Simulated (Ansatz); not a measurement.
Reaction (redistribution): `[NH2][Sc]([NH2])[O][SiH3]` + `[OH][Zn][N]([SiH3])[SiH3]` → `[NH2][Sc]([OH])[O][SiH3]` + `[NH2][Zn][N]([SiH3])[SiH3]`

Gas-phase electronic energies from Ansatz, PBE0-D4/def2-TZVP geometries. CBS: MP2 limit from def2 TZ/QZ plus the TZ coupled-cluster correction, frozen cores. DFT in def2-TZVPP. B3LYP here is the variant with VWN-RPA as its local correlation; programs differ in this. For Sc, Zn outer-core shells are correlated without core-valence functions, which leaves a few kJ/mol of doubt a bond. Scalar relativity is left out up to krypton. One conformer a species, not always the lowest.

```tsv
level	ΔE (kJ/mol)	difference from CCSD(T)/CBS
LDA (SPW92)	-59.9	-6.4
PBE0-D4	-54.1	-0.6
B3LYP	-53.4	0.1
BHLYP	-54.6	-1.1
RPA@PBE/def2-TZVPP	-50.7	2.8
HF/def2-SVP	-57.4	-3.9
CCSD/def2-SVP	-63.8	-10.3
CCSD(T)/def2-TZVPP	-54.3	-0.8
HF/CBS(def2)	-48.9	4.6
CCSD/CBS(def2)	-53.2	0.3
CCSD(T)/CBS	-53.5	0
```

Largest T1 diagnostic among the species: 0.016.

At CCSD(T), def2-SVP lies −11.2 kJ/mol from the extrapolated value and def2-TZVPP −0.8 kJ/mol. Leaving LDA and LC-ωPBE aside and taking each functional with its dispersion term where it has one, the values, not all of them listed here, spread over 6.0 kJ/mol, from CAM-B3LYP-D4 to revPBE-D4. LDA lies −7.1 kJ/mol from PBE without D4.

CCSD(T)/CBS has its own doubt, a few kJ/mol and more with outer-core shells, so smaller differences from it don't rank the levels.
